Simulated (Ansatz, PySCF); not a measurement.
The pair A = C2H4 (SMILES C=C) (first 6 atoms), B = CH2O2 (SMILES O=CO); geometry from B3LYP-D3(BJ)/def2-TZVP.
(charge 0, multiplicity 1):
```xyz
11

C     -0.5815    -0.2437    -0.0160
C      0.6177     0.3200     0.0712
H     -0.8066    -1.1666     0.5048
H     -1.3733     0.1904    -0.6147
H      0.8555     1.2381    -0.4526
H      1.4055    -0.1268     0.6657
O      0.3566    -1.1833     3.2723
C     -0.1378    -0.2080     3.7670
O     -0.5912     0.8593     3.1008
H     -0.2836    -0.0643     4.8460
H     -0.4521     0.7110     2.1424
```

Rows in 6-31G* carry no dispersion term and start afresh at each structure (6-31G* with six Cartesian d functions). MP2/6-31G* freezes PySCF's default core.

Run with Ansatz (Gaussian basis) for Hartree–Fock, density functionals and correlated methods; PySCF for 6-31G* rows. Values without a source in brackets are computed.

Total energies (hartree), monomers frozen at their geometry in the pair:

```json
[
 {"structure": "AB", "HF/aug-cc-pVDZ": "-266.8438559", "PBE/def2-TZVPPD": "-268.1563948", "MP2/6-31G*": "-267.5350137"},
 {"structure": "A in the pair's basis", "HF/aug-cc-pVDZ": "-78.0440206", "PBE/def2-TZVPPD": "-78.5019339", "MP2/6-31G*": "-78.2867731"},
 {"structure": "B in the pair's basis", "HF/aug-cc-pVDZ": "-188.7973665", "PBE/def2-TZVPPD": "-189.6487949", "MP2/6-31G*": "-189.2436924"},
 {"structure": "A", "HF/aug-cc-pVDZ": "-78.0436655", "PBE/def2-TZVPPD": "-78.5018203", "MP2/6-31G*": "-78.2849057"},
 {"structure": "B", "HF/aug-cc-pVDZ": "-188.7970865", "PBE/def2-TZVPPD": "-189.6487469", "MP2/6-31G*": "-189.2411312"}
]
```

### Question
Work out the interaction energy without and with the counterpoise correction, and the superposition error, for each level.

### Answer

E(AB) − E(A) − E(B), times 627.509 kcal/mol, with the monomers in their own basis and then in the pair's basis:
- HF/aug-cc-pVDZ: -1.95 uncorrected, -1.55 corrected; the monomers gain 0.40 kcal/mol from borrowed functions
- PBE/def2-TZVPPD: -3.66 uncorrected, -3.56 corrected; the monomers gain 0.10 kcal/mol from borrowed functions
- MP2/6-31G*: -5.63 uncorrected, -2.85 corrected; the monomers gain 2.78 kcal/mol from borrowed functions

Ansatz is a first-principles code.
